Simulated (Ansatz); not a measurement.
Li₃N₂⁻, relaxed as a singlet with RKS B3LYP-D4/def2-TZVPD in Ansatz, starting from the GFN2-xTB geometry. Force threshold 0.02 eV/Å.

The highest occupied level of the charge -1 singlet lies above zero (up to 0.68 eV). The electron is either unbound and held by the finite basis, or the level is raised by self-interaction error. The structure comes from a short search, and lower isomers may exist.

Start:

```tsv
atom	x (Å)	y (Å)	z (Å)
Li1	0.3406	-0.4072	-1.6088
Li2	-0.4595	-0.6039	0.9570
Li3	0.3743	1.7675	1.2471
N4	-0.6573	-1.4267	-0.5745
N5	0.4018	0.6703	-0.0207
```

```tsv
step	energy (eV)	largest force component (eV/Å)	SCF passes
1	-3591.4962	1.580	67
2	-3592.0862	2.025	35
3	-3592.8931	3.145	38
4	-3594.6483	4.907	49
5	-3594.8888	11.688	38
6	-3595.7522	2.094	36
7	-3595.9068	0.739	32
8	-3595.9286	0.153	32
9	-3595.9295	0.039	29
10	-3595.9297	0.005	27
```

Force components are those of the run's own axes.

End:

Cartesian coordinates in Å:
```
Li 0.499 0.045 -1.770
Li -0.764 -0.865 1.432
Li 0.545 1.700 0.698
N -0.314 -0.988 -0.404
N 0.034 0.107 0.044
```

Bonds formed: N4–N5 (atoms count from 1). Metal–metal contacts that move far: Li1–Li2 2.69 to 3.56 Å. The end is the same structure that another start reached, the lowest one found.

No frequencies were taken in this run, so the end may be a saddle point.

Hardware: 4 threads of Arm Neoverse V2 on a shared host. Wall time 9 s.
